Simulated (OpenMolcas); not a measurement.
Cu V: effect of the active space

```yaml
Program: OpenMolcas
Method: CASSCF or its RAS form
Basis: ANO-RCC-VQZP
Scalar_Hamiltonian: DKH2, point nucleus
Spin-orbit_coupling: state interaction with AMFI integrals over the reference wave functions, term energies averaged over their components
```

A. 7 electrons in 5 orbitals (3d); 2S+1 = 4 even, 10 roots; 2S+1 = 2 even, 40 roots; cost about 13 core-seconds
B. 13 electrons in 8 orbitals (RAS1 3p, at most 2 holes; RAS2 3d); 2S+1 = 4 even, 10 roots; 2S+1 = 2 even, 40 roots; cost about 20 core-seconds
C. 7 electrons in 10 orbitals (3d 4d); 2S+1 = 4 even, 10 roots; 2S+1 = 2 even, 40 roots; cost of the order of 120 core-seconds

Energies in cm-1 above 3d7 4F 9/2, the measured ground level; measured values from Sugar and Musgrove, J. Phys. Chem. Ref. Data 19, 527 (1990).

```json
{"Level": "3d7 4F 9/2", "A": "0.0", "B": "0.0", "C": "0.0", "Measured": "0.0"}
{"Level": "3d7 4F 7/2", "A": "1543", "B": "1549", "C": "1520", "Measured": "1616"}
{"Level": "3d7 4F 5/2", "A": "2659", "B": "2660", "C": "2614", "Measured": "2759"}
{"Level": "3d7 4F 3/2", "A": "3418", "B": "3411", "C": "3356", "Measured": "3528"}
{"Level": "3d7 4P 5/2", "A": "24924", "B": "22830", "C": "24066", "Measured": "20827"}
{"Level": "3d7 2G 9/2", "A": "25115", "B": "24874", "C": "24744", "Measured": "22575"}
{"Level": "3d7 4P 3/2", "A": "25349", "B": "23181", "C": "24481", "Measured": "21066"}
{"Level": "3d7 4P 1/2", "A": "26131", "B": "24012", "C": "25240", "Measured": "21935"}
{"Level": "3d7 2G 7/2", "A": "26611", "B": "26327", "C": "26233", "Measured": "24100"}
{"Level": "3d7 2P 3/2 [74 %]", "A": "33058", "B": "29710", "C": "32467", "Measured": "27016"}
{"Level": "3d7 2H 11/2", "A": "33328", "B": "34665", "C": "32662", "Measured": "30402"}
{"Level": "3d7 2P 1/2", "A": "34653", "B": "31381", "C": "34139", "Measured": "28367"}
{"Level": "3d7 2H 9/2", "A": "34680", "B": "35978", "C": "33999", "Measured": "31823"}
{"Level": "3d7 2D 5/2(1)", "A": "36146", "B": "32201", "C": "35425", "Measured": "30966"}
{"Level": "3d7 2D 3/2(1)", "A": "38545", "B": "34837", "C": "37888", "Measured": "33292"}
{"Level": "3d7 2F 5/2", "A": "57254", "B": "55229", "C": "55961", "Measured": "49490"}
{"Level": "3d7 2F 7/2", "A": "57915", "B": "55899", "C": "56646", "Measured": "50072"}
{"Level": "3d7 2D 3/2(2)", "A": "89332", "B": "82215", "C": "86929", "Measured": "76838"}
{"Level": "3d7 2D 5/2(2)", "A": "90075", "B": "83136", "C": "87790", "Measured": "77668"}
```

Deviations, from unrounded energies. A percentage is the sum of absolute deviations over the sum of measured energies, with the sign that they share, or ± where signs differ.

```tsv
Against measurement	Levels	A	B	C
mean absolute deviation (cm-1)	18	4800	2800	4000
fine structure of the ground term (%)	3	-3.6	-3.6	-5.2
other terms of the ground configuration (%)	15	+15.9	+9.2	+13.2
```

B lies closest to measurement on these levels and A furthest from it. The largest miss of B in the table is 3d7 2F 7/2, by +5800 cm-1. The ranking rests on the paired levels alone, and a cruder setting can come out closer through cancelling errors.

Among A to C the level of the table that moves most is 3d7 2D 3/2(2), by 7100 cm-1 (lowest in B, highest in A).

Without dynamic correlation excited terms often stand tens of per cent too high (terms of higher spin than the ground term too low), and those without a measured partner can miss by more than the paired ones. Active for correlation alone: 3p; no level in the range computed is led by a configuration that opens it, so any true level of that kind is missing (holds for B). Some levels mix across a computed gap that differs much from the measured one, so their mixing is not that of the real levels (holds for C). Active for correlation alone: 4d; no level in the range computed is led by a configuration that fills it, so any true level of that kind is missing (holds for C). Computed and measured levels are paired by configuration, term and J; levels that our copy of the source lacks, or whose pairing is in doubt (as where it misses far off the trend of its configuration), stay unpaired and out of the deviations. Levels of configurations outside the active space are missing.

A share in square brackets marks a mixed level and gives the weight of the term that names it, the lowest over the columns. A number in round brackets counts repeated terms of one configuration in the order of the reference energies.
